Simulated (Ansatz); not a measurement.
Total energies of Ga(H2S)F3 (GaH₂SF₃) from Ansatz at PBE-D4/def2-TZVP, gas phase (1 Eh = 27.2114 eV = 2625.5 kJ/mol). The reference geometry is relaxed at PBE-D4/def2-SVP.

```csv
state,geometry,energy (Eh)
charge 0 singlet,reference,-2623.33171
charge 1 doublet,reference,-2622.91057
free Ga atom (doublet),–,-1924.51515
free S atom (triplet),–,-397.93833
free H atom (doublet),–,-0.49962
free F atom (doublet),–,-99.66912
```

**Question.** Work out the vertical ionisation energy to the doublet.

**Answer.** E(charge 1 doublet) − E(charge 0 singlet) = -2622.91057 − (-2623.33171) = 0.42114 Eh = 11.46 eV. For comparison, −ε of the highest occupied level is 8.37 eV at this level, 3.09 eV less.

**Question.** What is the binding energy per atom against free atoms?

**Answer.** Atoms: 1 × (-1924.51515) + 1 × (-397.93833) + 2 × (-0.49962) + 3 × (-99.66912) = -2622.46008 Eh. Binding: -2622.46008 − (-2623.33171) = 0.87163 Eh = 23.72 eV, or 3.39 eV for each of 7 atoms (no zero-point energy, no counterpoise term).

At PBE-D4/def2-TZVP the gap within one spin of the charge 1 doublet nearly closes, so an electron or hole may be smeared out by delocalisation error.
